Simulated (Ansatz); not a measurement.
Correlation energies of `[O]=[Mo](=[S])([Cl])[Cl]` by basis set

| atom | x (Å) | y (Å) | z (Å) |
| --- | --- | --- | --- |
| O1 | -0.0859 | -1.7291 | 0.2457 |
| Mo2 | -0.0029 | -0.0893 | 0.0135 |
| S3 | -1.7269 | 0.4827 | -1.0276 |
| Cl4 | 0.0241 | 0.9410 | 1.9976 |
| Cl5 | 1.7916 | 0.3948 | -1.2292 |

Total charge 0; spin multiplicity 1. Correlated methods include outer-core shells of Mo, which these sets cover unevenly. Mo takes the def2 core potential. The geometry is a stationary point of PBE0-D4/def2-TZVP. Frozen core, restricted reference, Ansatz 0.2.0.

| basis | HF (Eh) | MP2 corr. |
| --- | --- | --- |
| def2-SVP | -1458.52343 | -1.06707 |
| def2-TZVPP | -1459.10951 | -1.42726 |
| def2-QZVPP | -1459.15519 | -1.54561 |

**Question.** Estimate the CCSD correlation energy and the (T) correction in each basis where they were run (hartree).

**Answer.** 
```tsv
basis	CCSD corr.	(T)
def2-SVP	-0.99885	-0.06056
def2-TZVPP	-1.35743	-0.09426
```
